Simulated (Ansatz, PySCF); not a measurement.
C₄H₁₀O₂, SMILES O(C)CC(O)C.

Geometry: PBE-D3(BJ)/def2-SVP. The values are those of a single conformer.

Vertical ionisation energy (IE) and electron affinity (EA) in eV. Rows of orbital energies are one-electron estimates. Where ΔSCF, EOM or ADC give a negative EA the extra electron is unbound and the value depends on the basis.

```csv
level,IE,EA
"−ε(HOMO), −ε(LUMO), r2SCAN/def2-TZVP (PySCF)",6.35,-0.97
"ΔSCF, PBE0/def2-SVPD (Ansatz), final states of multiplicity 2 and 2",___,___
```

**Question.** What belongs in the gaps? (Estimate from the structure and the level; the computed values follow.)

**Answer.** 
- ΔSCF, PBE0/def2-SVPD (Ansatz, a quantum-chemistry and plane-wave program), final states of multiplicity 2 and 2, IE: 9.79
- ΔSCF, PBE0/def2-SVPD (Ansatz), final states of multiplicity 2 and 2, EA: -1.71

**Question.** What vertical singlet–triplet gap does ΔSCF give with PBE0/def2-SVPD (Ansatz)? (An estimate is asked for; the answer gives what the named calculation found.)

**Answer.** 7.11 eV (triplet above singlet where positive).
